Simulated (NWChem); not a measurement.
## A calculation on H5NTi

```xyz
7

Ti     0.3371    -0.3291     0.0060
N     -0.9861     0.9303     0.0000
H     -0.8271     1.9122     0.2253
H     -1.9657     0.7697    -0.2330
H      1.3981    -0.0005     1.2961
H     -0.2984    -1.9110     0.0158
H      1.1806    -0.0422    -1.4360
```
Charge 0, spin multiplicity 1.

Everything below was run with NWChem. The geometry was optimised at PBE0/def2-SVP, a minimum by its harmonic frequencies.

Symmetry labels belong to the abelian group C1 used in the runs, with the axes of the coordinates shown.

The structure started from a generated list of species.

Problem. List the lowest 6 singlet excitations that TDA-PBE0/def2-SVP gives, with oscillator strengths.

Solution. 
```tsv
state	symmetry	energy (eV)	wavelength (nm)	f
1	a	3.42	362	0.000
2	a	3.65	339	0.001
3	a	3.89	319	0.000
4	a	4.12	301	0.006
5	a	4.18	297	0.001
6	a	4.48	277	0.000
```
